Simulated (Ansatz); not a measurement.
Computed with CAM-B3LYP-D3(BJ)/def2-TZVP (Ansatz, an electronic-structure program). No frequencies were computed at this level.

Ansatz 0.2 input:
```yaml
crystal:
  periodic: [false, false, false]
  atoms:
    - { symbol: C, position_ang: [1.989098, 0.537964, 0.097027] }
    - { symbol: C, position_ang: [0.657462, 0.508452, -0.22168] }
    - { symbol: C, position_ang: [-0.240729, -0.419426, 0.257161] }
    - { symbol: C, position_ang: [-1.680388, -0.438987, -0.094525] }
    - { symbol: H, position_ang: [2.416173, -0.191051, 0.763028] }
    - { symbol: H, position_ang: [2.647617, 1.286051, -0.303142] }
    - { symbol: H, position_ang: [0.278845, 1.267777, -0.896367] }
    - { symbol: H, position_ang: [0.107806, -1.187544, 0.933641] }
    - { symbol: H, position_ang: [-2.296049, -0.336651, 0.80232] }
    - { symbol: H, position_ang: [-1.929113, 0.365682, -0.783147] }
    - { symbol: H, position_ang: [-1.950722, -1.392267, -0.554313] }
basis:
  gaussian: { orbitals: def2-tzvp }
hamiltonian:
  xc: cam_b3lyp
  dispersion: d3bj
relax:
  max_steps: 150
magnetization:
  spin_polarized: true
  initial_magnetization: 1
```

Output:

```
Functional definition: CAM-B3LYP
1028 factors; their error is unknown
352 factors; integrals over basis functions are off by at most 4.8e-7 eV
mean field evaluation 1: about -4253.2155 eV, gradient 3.7e1 eV
mean field evaluation 2: about -4255.2850 eV, gradient 3.0e1 eV
mean field evaluation 4: about -4259.6501 eV, gradient 1.6e0 eV
mean field evaluation 8: about -4259.6708 eV, gradient 1.2e-1 eV
mean field evaluation 16: about -4259.6473 eV, gradient 5.1e-4 eV
mean field -4259.64734870 eV, -156.5391527721 hartree, gradient 3.2e-5 eV, S^2 0.790113; 0 other end points of the search recorded, 0 dependent functions left out
reference -4259.64748043 eV, -156.5391576130 hartree; 16, 15 occupied and 150, 151 virtual orbitals, 1028 factors
relax step   1: F+E_penalty+E_count = -4259.78212963 eV  Δ(F+E_penalty+E_count) = +0.000e0 eV  max|allowed force component| = 1.643e-1 eV/Å  Δτ_max = 0.0000 Å  (35 SCF iters, accepted)
these checks for a lower state are left out or cut short: starts, cluster_reference, orbital_swaps, neighbouring_geometries, increment
1028 factors; their error is unknown
352 factors; integrals over basis functions are off by at most 4.8e-7 eV
mean field -4259.65300895 eV, -156.5393607823 hartree, gradient 1.7e-5 eV, S^2 0.790671; 0 other end points of the search recorded, 0 dependent functions left out
reference -4259.65314098 eV, -156.5393656345 hartree; 16, 15 occupied and 150, 151 virtual orbitals, 1028 factors
relax step   2: F+E_penalty+E_count = -4259.78751253 eV  Δ(F+E_penalty+E_count) = -5.383e-3 eV  max|allowed force component| = 6.558e-2 eV/Å  Δτ_max = 0.0146 Å  (39 SCF iters, accepted)
these checks for a lower state are left out or cut short: starts, cluster_reference, orbital_swaps, neighbouring_geometries, increment
1028 factors; their error is unknown
352 factors; integrals over basis functions are off by at most 4.8e-7 eV
mean field evaluation 32: about -4259.6535 eV, gradient 3.3e-4 eV
mean field -4259.65348008 eV, -156.5393780962 hartree, gradient 1.5e-5 eV, S^2 0.790828; 0 other end points of the search recorded, 0 dependent functions left out
reference -4259.65361222 eV, -156.5393829521 hartree; 16, 15 occupied and 150, 151 virtual orbitals, 1028 factors
relax step   3: F+E_penalty+E_count = -4259.78791571 eV  Δ(F+E_penalty+E_count) = -4.032e-4 eV  max|allowed force component| = 2.309e-2 eV/Å  Δτ_max = 0.0049 Å  (38 SCF iters, accepted)
these checks for a lower state are left out or cut short: starts, cluster_reference, orbital_swaps, neighbouring_geometries, increment
1028 factors; their error is unknown
352 factors; integrals over basis functions are off by at most 4.8e-7 eV
mean field -4259.65352548 eV, -156.5393797645 hartree, gradient 1.3e-5 eV, S^2 0.790841; 0 other end points of the search recorded, 0 dependent functions left out
reference -4259.65365762 eV, -156.5393846206 hartree; 16, 15 occupied and 150, 151 virtual orbitals, 1028 factors
relax step   4: F+E_penalty+E_count = -4259.78795732 eV  Δ(F+E_penalty+E_count) = -4.161e-5 eV  max|allowed force component| = 1.614e-2 eV/Å  Δτ_max = 0.0042 Å  (38 SCF iters, accepted)
these checks for a lower state are left out or cut short: starts, cluster_reference, orbital_swaps, neighbouring_geometries, increment
1028 factors; their error is unknown
352 factors; integrals over basis functions are off by at most 4.8e-7 eV
mean field -4259.65354999 eV, -156.5393806653 hartree, gradient 1.3e-5 eV, S^2 0.790820; 0 other end points of the search recorded, 0 dependent functions left out
reference -4259.65368212 eV, -156.5393855208 hartree; 16, 15 occupied and 150, 151 virtual orbitals, 1028 factors
relax step   5: F+E_penalty+E_count = -4259.78799135 eV  Δ(F+E_penalty+E_count) = -3.403e-5 eV  max|allowed force component| = 4.958e-3 eV/Å  Δτ_max = 0.0015 Å  (39 SCF iters, accepted)
1028 factors; their error is unknown
352 factors; integrals over basis functions are off by at most 4.8e-7 eV
mean field evaluation 64: about -4259.6769 eV, gradient 1.2e-1 eV
mean field -4259.65354999 eV, -156.5393806653 hartree, gradient 1.3e-5 eV, S^2 0.790820; 1 other end points of the search recorded, 0 dependent functions left out
reference -4259.65368212 eV, -156.5393855208 hartree; 16, 15 occupied and 150, 151 virtual orbitals, 1028 factors
Total energy: -4259.78812348 eV, -156.5443261496 hartree
Atom 0 at     1.998921     0.539877     0.098612 Å, force     0.004208    -0.001077     0.001512 eV/Å
Atom 1 at     0.661529     0.505938    -0.218009 Å, force    -0.004957    -0.002935    -0.000643 eV/Å
Atom 2 at    -0.241596    -0.419225     0.258179 Å, force    -0.001682     0.000802    -0.000347 eV/Å
Atom 3 at    -1.685348    -0.442125    -0.092937 Å, force     0.000886     0.000518    -0.000011 eV/Å
Atom 4 at     2.431518    -0.191665     0.768834 Å, force    -0.000775     0.001662    -0.001118 eV/Å
Atom 5 at     2.656051     1.293500    -0.309573 Å, force    -0.002376    -0.000529    -0.000161 eV/Å
Atom 6 at     0.282495     1.265932    -0.896583 Å, force     0.002401     0.000594     0.000747 eV/Å
Atom 7 at     0.119463    -1.185762     0.936931 Å, force     0.000591     0.001402    -0.000287 eV/Å
Atom 8 at    -2.313821    -0.339731     0.796715 Å, force     0.000608    -0.000638    -0.000309 eV/Å
Atom 9 at    -1.942119     0.363192    -0.781210 Å, force     0.000643    -0.000164     0.000656 eV/Å
Atom 10 at    -1.967092    -1.389933    -0.560956 Å, force     0.000454     0.000365    -0.000038 eV/Å
Dipole moment:    -0.108992    -0.034540    -0.001268 e Å
```

Cost: about 60 core-seconds (a rough figure).
